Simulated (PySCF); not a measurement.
## Calculated properties of `C1C[C@H]2CC[C@@H]1N2`

Species: C6H11N.
SMILES with atom numbers: `[CH2:1]1[CH2:2][C@H:3]2[CH2:4][CH2:5][C@@H:6]1[NH:7]2` (hydrogens: H8, H9 on C1; H10, H11 on C2; H12 on C3; H13, H14 on C4; H15, H16 on C5; H17 on C6; H18 on N7)

Some functional groups and rings: amine.

From PBE0-D3(BJ)/def2-SVP geometry optimisation, gas phase (PySCF):

- Point group: Cs
- Rotational constants A, B, C: 3.861, 3.285, 2.844 GHz

From B3LYP/def2-SVPD ground state, ΔSCF and vertical TDDFT (core frozen in the response) (PySCF):

- Dipole moment: 1.19 D
- HOMO energy: -6.52 eV
- LUMO energy: 0.32 eV
- HOMO–LUMO gap: 6.84 eV
- Lowest singlet excitation: 5.89 eV (211 nm, f = 0.020)
- Strongest line among the 10 lowest singlet transitions: S10 at 8.16 eV (152 nm, f = 0.058)
- Lowest triplet excitation (Tamm–Dancoff): 5.74 eV
- Static isotropic polarisability: 73.8 au
- Vertical ionisation energy: 8.89 eV
- Electronic spatial extent ⟨r²⟩ about the centre of nuclear charge: 618 bohr²

**KT3/pcSseg-1 ground state and GIAO shieldings, non-relativistic (PySCF)**

- 13C chemical shifts (computed TMS as zero) by class: 58.5 (C3/C6), 33.1 (C1/C2/C4/C5) ppm
- 1H chemical shifts (computed TMS as zero) by class: 3.36 (H12/H17), 1.40 (H9/H11/H13/H16), 1.18 (H8/H10/H14/H15), 0.16 (H18) ppm
- Isotropic shieldings of nuclei other than C and H, by class: 171 (N7) ppm

B3LYP/pcJ-1 indirect spin-spin coupling, non-relativistic, gas phase; spin–dipole term left out for some pairs (PySCF):

* Largest of the computed one-bond spin–spin couplings (means over like bonds): 13C–1H +153.5 (C3–H12 and 1 like it), 13C–1H +137.8 (C1–H9 and 3 like it), 13C–1H +137.1 (C1–H8 and 3 like it), 15N–1H -62.6 (N7–H18), 13C–13C +35.5 (C1–C2 and 1 like it), 13C–13C +34.1 (C1–C6 and 3 like it), 15N–13C -1.2 (N7–C3 and 1 like it) Hz

Monoisotopic mass from the formula: 97.0891 u.

The vertical singlet–triplet gap S1 − T1 is 0.15 eV (TDDFT singlet less Tamm–Dancoff triplet; S1: HOMO→LUMO, weight 0.97; T1: HOMO→LUMO, weight 0.93). The ΔSCF ionisation energy exceeds −ε(HOMO) by 2.37 eV with B3LYP. The 10 singlets span 5.89 to 8.16 eV, and their oscillator strengths add up to 0.12. No computed singlet falls in the visible range (750 to 380 nm, 1.65 to 3.26 eV); S1 lies 2.63 eV above its blue end. A dipole of 1.19 D is allowed in Cs, and pure rotational transitions are dipole-allowed. The dipole matches unit charges of opposite sign 0.25 Å apart (1 e·Å = 4.8032 D). S1 lies 0.95 eV below the HOMO–LUMO gap; its leading configuration is HOMO→LUMO, weight 0.97.

Geometry: PBE0-D3(BJ)/def2-SVP; no solvent or vibrations. NMR classes are plain means over equivalent atoms (diastereotopic ones count apart unless rotation or inversion swaps them), as if these changed places fast; in this geometry the members of some classes differ.

For the geometry optimisation (PBE0-D3(BJ)/def2-SVP), the run took 27 s on one thread, Arm Neoverse V2, on a shared host.
